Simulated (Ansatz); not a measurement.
Al (SMILES [Al+]), charge +1, singlet. Base run: Ansatz (an electronic-structure program) with PBE/6-31G*.

Here is a job for Ansatz.
Ansatz 0.2 input:
```yaml
crystal:
  periodic: [false, false, false]
  atoms:
    - {symbol: Al, position_ang: [0.00000000, 0.00000000, 0.00000000]}
basis:
  gaussian:
    orbitals: 6-31G*
hamiltonian:
  xc: pbe
total_charge: 1
```

Each row names what was changed in the base input (with any setting that the change needs).

```
change                      E (Eh)
----------------------  ----------
base                    -241.98479
functional = B2GP-PLYP  -241.97268
functional = BHLYP      (withheld)
functional = b3lyp      (withheld)
functional = wB97X      -242.11511
functional = PBE-QIDH   -241.91705
functional = hse06      (withheld)
functional = SVWN5      (withheld)
functional = revpbe     -242.07162
functional = pbe0       -242.00725
functional = blyp       -242.13808
functional = wB97X-V    -242.08098
functional = wB97M-V    -242.12317
```

Q: Some entries are withheld; supply them.

A: 
- functional = BHLYP, E (Eh): -242.13510
- functional = b3lyp, E (Eh): -242.14713
- functional = hse06, E (Eh): -242.00153
- functional = SVWN5, E (Eh): -241.06870

Totals shift with the method and basis; they matter in differences.
